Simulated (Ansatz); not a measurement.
`OB([SiH3])Cl` + H–F → `OB(F)[SiH3]` + HCl at 500 K and 1 bar (ligand exchange at a B–Cl bond).

Program: Ansatz. Geometries: PBE0-D4/def2-TZVP. ΔE: electronic, gas phase. CBS: MP2 limit from def2 TZ/QZ plus the TZ coupled-cluster correction, frozen cores. This one scheme is used for every species. One conformer a species, not always the lowest.

| species | CCSD(T)/CBS energy (Eh) | H − E (kJ/mol) | S (J/(mol·K)) |
| --- | --- | --- | --- |
| `OB([SiH3])Cl` | -851.31256 | 157.9 | 383.9 |
| H–F | -100.39570 | 39.4 | 188.7 |
| `OB(F)[SiH3]` | -491.34397 | 160.5 | 369.4 |
| HCl | -460.38127 | 32.5 | 201.9 |

H − E and S are ideal-gas, rigid-rotor, harmonic terms from PBE0-D4/def2-TZVP, for one conformer and one mirror image of each species. 1 Eh = 2625.50 kJ/mol, R = 8.31446 J/(mol·K).

By hand: ΔE, ΔH, ΔS and ΔG.

ΔE = (-491.34397) + (-460.38127) − (-851.31256) − (-100.39570) = -0.01698 Eh = -44.6 kJ/mol. Δ(H − E) = 160.5 + 32.5 − 157.9 − 39.4 = -4.3, so ΔH = -48.9 kJ/mol. ΔS = 369.4 + 201.9 − 383.9 − 188.7 = -1.3 J/(mol·K). ΔG = -48.9 − 500 × (-1.3)/1000 = -48.2 kJ/mol.

By hand: the equilibrium constant, and the temperature at which ΔG would vanish if ΔH and ΔS stayed fixed.

log₁₀ K = −ΔG/(RT ln 10) = 5.0. ΔG = 0 at ΔH/ΔS = 37615 K, far beyond where these terms or the molecules hold.

The number of gas molecules stays the same, so ΔS is small and ΔH decides. A doubt of 5 kJ/mol in ΔE shifts log₁₀ K by 0.5 here. Other conformers and mirror images would add mixing entropy, several J/(mol·K) or more a flexible species. Modes under 60 cm⁻¹, often nearly free rotors, make the harmonic entropy too high. These are equilibria of isolated gas molecules and say nothing of rates. Largest T1 diagnostic: 0.014 (customary marks: 0.02 for closed shells, 0.045 for open ones).
